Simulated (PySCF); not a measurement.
C5H11N3Si.
Atom-mapped SMILES: `[CH3:1][Si:2]([CH3:3])([CH3:4])[c:5]1[cH:6][n:7][n:8][nH:9]1`

Structure used (GFN2-xTB), in Å, numbered top down from 1:
```xyz
20
C5H11N3Si angstrom
C     -1.4298    1.1363   -1.2082
Si    -0.5990   -0.1062   -0.0328
C     -1.3128    0.0338    1.7301
C     -0.7853   -1.8836   -0.7011
C      1.2394    0.2940    0.0474
C      1.9614    1.4549   -0.1740
N      3.2651    1.2075    0.0321
N      3.4118   -0.0172    0.3650
N      2.2140   -0.5889    0.3832
H     -0.9666    1.1244   -2.1902
H     -1.3607    2.1494   -0.8249
H     -2.4829    0.9062   -1.3384
H     -2.3853   -0.1351    1.7334
H     -0.8651   -0.6899    2.4056
H     -1.1355    1.0211    2.1469
H     -0.2714   -2.0076   -1.6504
H     -1.8313   -2.1243   -0.8651
H     -0.3892   -2.6242   -0.0117
H      1.6123    2.4230   -0.4658
H      2.1055   -1.5630    0.6157
```

NICS is the negative of the GIAO shielding at a point without a nucleus: at the ring centre (0) and 1 Å above and below it (1); zz is the component along the ring normal. Level: GIAO PBE0/pcSseg-1 (PySCF, non-relativistic, gas phase) on the GFN2-xTB geometry, one conformer.

Ring bond lengths (Å), with Mayer bond orders in brackets: C5–C6 1.385 (1.46), C6–N7 1.343 (1.36), N7–N8 1.278 (1.49), N8–N9 1.327 (1.18), N9–C5 1.357 (1.09).

Problem. What do the NICS probes read (ppm)?

Solution. 
| ring | type | NICS(0) | NICS(1), two faces | NICS(1)zz, two faces | rms pucker (Å) | centre to ring atoms, mean (Å) |
| --- | --- | --- | --- | --- | --- | --- |
| C5–C6–N7–N8–N9 | 5-membered ring with 3 N; formal bonds all aromatic | -13.9 | -13.9 / -14.0 | -35.9 / -36.1 | 0.00 | 1.14 |

Problem. What can be read from them?

Solution. 
- C5–C6–N7–N8–N9: mean NICS(1)zz -36.0 ppm, shielded. For a flat ring without four-coordinate atoms the NICS criterion counts such a value as aromatic.

Problem. What does the geometric index give? HOMA takes Krygowski's 1993 parameters.

Solution. 
- C5–C6–N7–N8–N9: HOMA 0.95; the largest term is that of N7–N8, α(R − Ropt)² = 0.13. The geometric and the magnetic index point the same way.

Problem. At the second NICS(1) probe listed for ring C5–C6–N7–N8–N9, 1 Å off the ring, how large is the induced field along the normal in 14.1 T applied along it?

Solution. NICSzz × B0 = -36.1 ppm × 14.1 T = -509 μT, against the applied field.

Problem. List the ring angles and the Hirshfeld charges of the ring atoms.

Solution. 
- C5–C6–N7–N8–N9: C5 102.2° (-0.078 e), C6 109.1° (-0.045 e), N7 109.2° (-0.144 e), N8 108.2° (-0.087 e), N9 111.4° (-0.015 e); sum 540.0° against 540° for a flat convex ring.

Cost: about 1.9 min of CPU time on one thread; the machine was shared, so the figure is rough. This is the whole shielding run at PBE0/pcSseg-1, SCF included.
